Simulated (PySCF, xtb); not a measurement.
BF2, SMILES F[B+]F, charge +1.

Harmonic wavenumbers (cm⁻¹) from GFN2-xTB run with xtb at its own minimum, in rising order: 360, 360, 1050, 2159.

**Question.** What does PBE-D3(BJ)/def2-TZVP (PySCF) give at its own minimum? (Estimate from the structure and the level; the computed values follow.)

**Answer.** 446, 446, 999, 2030. Paired by order, the mean absolute difference is 88 cm⁻¹ and the zero-point energies are 5.6 and 5.6 kcal/mol.
